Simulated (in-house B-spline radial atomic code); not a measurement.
Re⁺. Computed with a B-spline radial atomic code. Model: non-relativistic spherical atom: semilocal Troullier-Martins pseudo-atom, one channel per l, against all electrons, high spin, G0W0 and RPA with empty states to l = 8, local potential for every l without a channel, a model core (radius 0 = none) keeps its share of the functional.

Without relativity these are model numbers for so heavy an element.

What the tables leave out is listed at the end.

The pseudopotential gives back the lowest level of each angular momentum of its own functional in the configuration it was made in; a second state of the same l is only approximately right. Exact exchange, RPA and GW see the smooth pseudo-orbitals and miss the exchange with the core, for which the functional's share stands in. The column with an uncorrelated core keeps all orbitals and exact exchange, and so separates missing core correlation from pseudisation. Only the three outermost levels and the lowest empty one were computed. RPA here is direct RPA, with no exchange kernel, and its energies carry an (l + 1/2)⁻⁴ tail. A hybrid on a potential with a model core restores only its own semilocal share of the core's exchange.

Command:
```bash
python run_psgw.py task.json out
```
Settings (lengths in bohr, energies in hartree):
```
Z                      75
electrons              74
configuration          [Xe] 4f14 5d5 6s1
generated_in           [Xe] 4f14 5d5 6s2
functional             lda,vwn
core_shells            8
radius_factor          1.15
core_correction        False
ion_configuration      [Xe] 4f14 5d5
```

Cost of the run: 2.5 min on 1 thread of Arm Neoverse N1, on a shared host.

Given: made with LDA VWN5; model core radius 0 bohr; local radius 0.676 bohr; mean-field start LDA VWN5.

Valence shells of the generating configuration: 4d, 5s, 4f, 5p, 5d, 6s.

Channel: s 1.18, p 1.253, d 0.513, f 1.599 (radii in bohr).

Computed: largest level miss in the spin-unpolarised generating configuration 0.112 eV; valence RPA correlation energy all-electron orbitals -2.9857 hartree; valence RPA correlation energy pseudo -3.3737 hartree; all-electron RPA polarisability, core included 28.681 bohr³; ionisation by mean-field all-electron 15.34 eV; ionisation by RPA all-electron 15.292 eV; ionisation by RPA pseudo minus all 0.533 eV.

```tsv
level	occupied	mean-field all-electron (eV)	mean-field pseudo minus all (eV)	G0W0 all-electron (eV)	G0W0 uncorrelated core minus all (eV)	G0W0 pseudo minus all (eV)	exchange self-energy all-electron (eV)	exchange self-energy pseudo (eV)
6s up	1	-12.007	-0.122	-15.468	-0.017	-0.413	-12.403	-12.495
5d up	1	-15.305	-0.176	-20.466	0.006	0.204	-28.515	-26.764
5d down (empty)	0	-12.126	-0.176	-7.9884	0.008	0.362	-10.875	-9.0298
```

**Question.** What is the ionisation by mean-field pseudo minus all?

**Answer.** 0.149 eV.

**Question.** What is the pseudo-atom RPA polarisability?

**Answer.** 27.988 bohr³.

Given: mean-field start PBE0.

Computed: valence RPA correlation energy all-electron orbitals -2.8831 hartree; valence RPA correlation energy pseudo -3.2826 hartree; all-electron RPA polarisability, core included 25.969 bohr³; ionisation by mean-field all-electron 14.77 eV; ionisation by RPA all-electron 15.142 eV; ionisation by RPA pseudo minus all 0.562 eV.

```
          level  occupied  mean-field all-electron (eV)  mean-field pseudo minus all (eV)  G0W0 all-electron (eV)  G0W0 uncorrelated core minus all (eV)  G0W0 pseudo minus all (eV)  exchange self-energy all-electron (eV)  exchange self-energy pseudo (eV)
          6s up         1                       -12.367                            -0.244                 -15.276                                 -0.016                      -0.475                                 -12.136                           -12.396
          5d up         1                       -16.839                             0.017                 -20.707                                  0.006                       0.326                                 -28.787                            -26.84
        5p down         ?                             ?                                 ?                       ?                                      ?                           ?                                       ?                                 ?
5d down (empty)         0                       -9.8332                             0.038                  -7.344                                  0.008                       0.403                                 -10.372                           -8.5258
```

**Question.** What belongs in the row 5p down?

**Answer.** occupied: 1; mean-field all-electron (eV): -51.592; mean-field pseudo minus all (eV): -0.993; G0W0 all-electron (eV): -55.773; G0W0 uncorrelated core minus all (eV): -0.12; G0W0 pseudo minus all (eV): -2.632; exchange self-energy all-electron (eV): -38.255; exchange self-energy pseudo (eV): -39.202.

**Question.** What is the pseudo-atom RPA polarisability?

**Answer.** 25.14 bohr³.

**Question.** What is the ionisation by mean-field pseudo minus all?

**Answer.** 0.274 eV.

Given: mean-field start Hartree-Fock.

Computed: valence RPA correlation energy all-electron orbitals -2.6379 hartree; valence RPA correlation energy pseudo -3.0509 hartree; all-electron RPA polarisability, core included 20.617 bohr³; ionisation by mean-field pseudo minus all 0.55 eV; ionisation by RPA all-electron 14.824 eV; ionisation by RPA pseudo minus all 0.597 eV.

```
          level  occupied  mean-field all-electron (eV)  mean-field pseudo minus all (eV)  G0W0 all-electron (eV)  G0W0 uncorrelated core minus all (eV)  G0W0 pseudo minus all (eV)  exchange self-energy all-electron (eV)  exchange self-energy pseudo (eV)
          6s up         1                       -13.844                            -0.584                 -14.994                                 -0.013                      -0.601                                 -11.448                           -12.063
          5d up         ?                             ?                                 ?                       ?                                      ?                           ?                                       ?                                 ?
        5p down         1                       -56.919                            -4.443                 -56.581                                 -0.118                      -3.152                                 -37.842                           -41.058
6s down (empty)         0                       -5.1958                            -0.183                 -6.4098                                 -0.005                      -0.242                                 -0.8819                          -0.94839
```

**Question.** What belongs in the row 5d up?

**Answer.** occupied: 1; mean-field all-electron (eV): -21.14; mean-field pseudo minus all (eV): 0.628; G0W0 all-electron (eV): -21.25; G0W0 uncorrelated core minus all (eV): 0.007; G0W0 pseudo minus all (eV): 0.584; exchange self-energy all-electron (eV): -29.034; exchange self-energy pseudo (eV): -26.687.

**Question.** What is the pseudo-atom RPA polarisability?

**Answer.** 19.579 bohr³.

**Question.** What is the ionisation by mean-field all-electron?

**Answer.** 13.658 eV.

Among the listed levels the largest G0W0 shift of the pseudo-atom is -3.15 eV, for 5p down on the Hartree-Fock start, while leaving the core uncorrelated moves that level by -0.12 eV. So pseudisation and the lost core exchange, not the missing core correlation, make the error. Not in the tables (levels of low weight, unsolved or above zero; the highest and the empty levels are kept at any weight): on LDA the G0W0 levels 5p down (pseudo minus all -2.06 eV, weights 0.60 and 0.76).
